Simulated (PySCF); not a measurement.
# How the method changes the shape and vibrations of AlClH3N

All numbers below are calculated, not measured. The program is PySCF 2.14.0, an open-source quantum chemistry code, run on an isolated molecule that a program drew, which may never have been made. The molecule is AlClH3N (charge 0, singlet), drawn as the SMILES string `[NH2][AlH][Cl]`.

The geometry was optimised and harmonic frequencies were computed with HF and MP2, all in the cc-pV(D+d)Z basis, for the commonest isotopes, with a restricted reference for singlets and an unrestricted one otherwise, and a frozen core in MP2. Each result is a local minimum of its method.

Geometry at the HF minimum:
```xyz
6
AlClH3N, angstrom
N     0.4528    1.1004   -0.2609
Al    1.0456    0.6862    1.3344
Cl    2.6814    1.7933    2.0948
H     0.8244    1.8222   -0.8498
H    -0.3135    0.6456   -0.7214
H     0.4118   -0.4557    2.1940
```

Lengths of the bonds as drawn, in Å (atoms numbered as above):
```
bond,HF,MP2
N1-Al2,1.752,1.764
Al2-Cl3,2.117,2.113
N1-H4,1.003,1.017
N1-H5,1.003,1.017
Al2-H6,1.563,1.566
```

Rotational constants, in GHz:
```
constant,HF,MP2
A,23.02,23.03
B,3.616,3.593
C,3.125,3.108
```

Harmonic frequencies in cm^-1, each column in rising order, so a row needn't be the same motion in every method:
```
rank,HF,MP2
1,196,185
2,379,377
3,462,379
4,505,505
5,542,529
6,618,578
7,779,740
8,875,851
9,1670,?
10,2058,2026
11,3778,3607
12,3863,3709
```

**Estimate the missing MP2 frequency from the HF column.**

A single factor s that minimises the squared misfit of MP2 against s times HF over the other rows is sum(HF x MP2) / sum(HF^2) = 0.9604, with an rms misfit of 27 cm^-1. For rank 9 it gives 0.9604 x 1670 = 1604 cm^-1. The calculation gives 1544 cm^-1, 60 cm^-1 below the estimate. The drawn bonds are on average 0.7 % longer in MP2 than in HF.
